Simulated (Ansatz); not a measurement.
Total energies of Ga₃As₄ from Ansatz at r2SCAN-D4/def2-SVP, gas phase (1 Eh = 27.2114 eV = 2625.5 kJ/mol). The reference geometry is relaxed at PBE-D4/def2-SVP.

Cartesian coordinates in Å:
```
Ga -0.0040 1.9573 1.4204
Ga -1.6512 -0.4291 0.6480
Ga 1.6489 0.4913 -0.6060
As 0.8304 -0.6052 1.7399
As 0.5213 -2.0826 -0.1513
As -0.8318 1.4634 -1.1180
As -0.5136 -0.7951 -1.9330
```

```csv
state,geometry,energy (Eh)
charge 0 doublet,reference,-14716.38348
charge 0 quartet,relaxed at PBE-D4/def2-SVP,-14716.36159
free Ga atom (doublet),–,-1924.54708
free As atom (quartet),–,-2235.53060
```

Which of the charge 0 states is lowest, and how far above it are the others?

The doublet. quartet: -14716.36159 − (-14716.38348) = 0.02189 Eh = 57.5 kJ/mol. The quartet differs in its bonds from the reference.

What is the binding energy per atom against free atoms?

Atoms: 3 × (-1924.54708) + 4 × (-2235.53060) = -14715.76364 Eh. Binding: -14715.76364 − (-14716.38348) = 0.61984 Eh = 16.87 eV, or 2.41 eV for each of 7 atoms (no zero-point energy, no counterpoise term).

The structure comes from a short search, and lower isomers may exist.
